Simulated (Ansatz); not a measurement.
Conformers of C$_{2}$H$_{8}$OSSi (`CO[SiH2]SC`), each relaxed with PBE0-D4/def2-TZVP in Ansatz. CBS adds the triple-zeta coupled-cluster correction to the MP2 limit.

Not all of them had a frequency check.

Conformer A:

Z-matrix (Å, degrees):
```
C
O 1 1.411
H 1 1.091 2 108.1
H 1 1.095 2 111.3 3 119.6
H 1 1.096 2 111.3 3 -119.2
Si 2 1.640 1 123.0 3 -177.4
S 6 2.121 2 113.3 1 60.5
H 6 1.487 2 111.6 1 -56.7
H 6 1.481 2 104.2 1 -178.7
C 7 1.818 6 99.4 2 64.5
H 10 1.089 7 111.1 6 -61.5
H 10 1.089 7 106.9 6 179.6
H 10 1.090 7 110.8 6 60.9
```

Conformer B:

Cartesian coordinates in Å:
```
C 0.344 -2.264 1.554
O -0.225 -0.998 1.314
Si 0.082 -0.118 -0.030
S -1.044 1.662 0.181
C -0.530 2.421 -1.389
H -0.015 -2.621 2.520
H 0.051 -2.988 0.784
H 1.439 -2.212 1.588
H -0.320 -0.856 -1.263
H 1.538 0.189 -0.153
H -1.032 3.385 -1.447
H -0.835 1.815 -2.242
H 0.548 2.586 -1.416
```

Conformer C:

```xyz
13

C     0.024   -0.117    1.954
O     0.385    1.118    1.382
Si    0.187    1.467   -0.207
S     1.159    0.144   -1.556
C    -0.086   -1.171   -1.711
H     0.683   -0.919    1.605
H     0.122   -0.034    3.038
H    -1.014   -0.385    1.720
H    -1.263    1.420   -0.546
H     0.787    2.804   -0.394
H    -0.063   -1.842   -0.853
H     0.161   -1.737   -2.608
H    -1.084   -0.748   -1.824
```

Task: Which is lowest in electronic energy at CCSD(T)/CBS (frozen core, def2 sets), and by how much? (Best estimate.)

Result: Computed: A; B lies 14.8 kJ/mol higher, C lies 4.5 kJ/mol higher.

Task: Give the energies relative to A (kJ/mol) with PBE-D4/def2-TZVPP, B2PLYP/def2-TZVPP, HF/def2-TZVPP, CCSD/def2-TZVPP, SCS-MP2/def2-QZVPP, HF/CBS(def2), MP2/CBS(def2). (Estimate.)

Result: Ansatz gave: 
```json
{"level": "PBE-D4/def2-TZVPP", "B": "17.2", "C": "4.4"}
{"level": "B2PLYP/def2-TZVPP", "B": "14.4", "C": "5.0"}
{"level": "HF/def2-TZVPP", "B": "10.5", "C": "5.9"}
{"level": "CCSD/def2-TZVPP", "B": "13.8", "C": "4.7"}
{"level": "SCS-MP2/def2-QZVPP", "B": "14.1", "C": "5.0"}
{"level": "HF/CBS(def2)", "B": "10.1", "C": "5.7"}
{"level": "MP2/CBS(def2)", "B": "15.3", "C": "4.9"}
```
